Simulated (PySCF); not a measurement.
# Checking a proposed structure

A compound C5H8F2O2Si gives the data below (simulated from a calculation) and was assigned the structure `O=C1CC[C@@H]1O[SiH2]C(F)F`.

13C{1H} NMR (computed): δ 210.3 (CH), 133.1 (C), 69.1 (CH2), 63.3 (CH), 59.1 (CH2).

1H NMR (400 MHz, computed): δ 10.20 (m, 1H), 4.88 (m, 1H), 4.23 (m, 1H), 4.19 (m, 1H), 4.02 (m, 1H), 3.82 (m, 1H), 3.76 (m, 1H), 3.15 (m, 1H).

[PySCF: GFN2-xTB structure; shieldings: GIAO PBE0/pcSseg-1; relativity neglected; gas phase; a single conformation]

Scale: 1H (σref 31.72) and 13C (σref 186.93) against TMS (reference shieldings calculated alike).

Problem. Compare with the shifts computed for the proposed structure, pairing carbons in order of shift.

Solution. Structure with atom numbers: `[O:1]=[C:2]1[CH2:3][CH2:4][C@@H:5]1[O:6][SiH2:7][CH:8]([F:9])[F:10]` (H(Xn): hydrogen on atom n).

```csv
atom,computed for proposal,given list,difference
C2,215.4,210.3,+5.1
C8,127.3,133.1,-5.8
C5,85.0,69.1,+15.9
C3,40.5,63.3,-22.8
C4,22.8,59.1,-36.3
```

The rms difference is 20.7 ppm and the largest -36.3 ppm at C4 (sp3 CH2 in a ring). The carbon types in order of shift don't match either: C, CH, CH, CH2, CH2 for the proposal against CH, C, CH2, CH, CH2 in the data. The proposal doesn't fit.

Problem. Which isomer fits?

Solution. SMILES C1(F)(F)[C@@H](C=O)COC[SiH2]1.

1. Carbon types of the structure: 1 × C, 2 × CH, 2 × CH2, leaving 2 H on heteroatoms.
2. δC 210.3: aldehyde carbonyl carbon; the double bond to the heteroatom, with no lone-pair donor beside it, deshields it most.
3. δC 133.1: fully substituted sp3 carbon bonded to 2 F and Si; 2 electronegative neighbours deshield it.
4. δC 69.1: sp3 CH2 bonded to O; pulled downfield by the heteroatom.
5. δH 10.20: hydrogen on an aldehyde carbonyl carbon; deshielded by the polar, anisotropic C=O bond.

Other isomers checked: O=C(O)[C@]1(C(F)F)CC[SiH2]1 (rms 35.1 ppm).

The data come from this structure; uniqueness wasn't tested.

Splittings by 19F in the carbon and heteronuclear signals aren't shown, as no couplings were computed. Shifts are as computed. Against solution values, carbons near 30 ppm lie about +3 ppm off and those near 130 ppm about +5 ppm. Of 1309 compounds with measured shifts, 239 miss one by over three times the rms of a fit or turn the order of signals round; such compounds aren't used in these exercises. Multiplicities follow the n + 1 count of equivalent neighbours, as no J values were calculated; m marks all less simple cases, F and P coupling included.
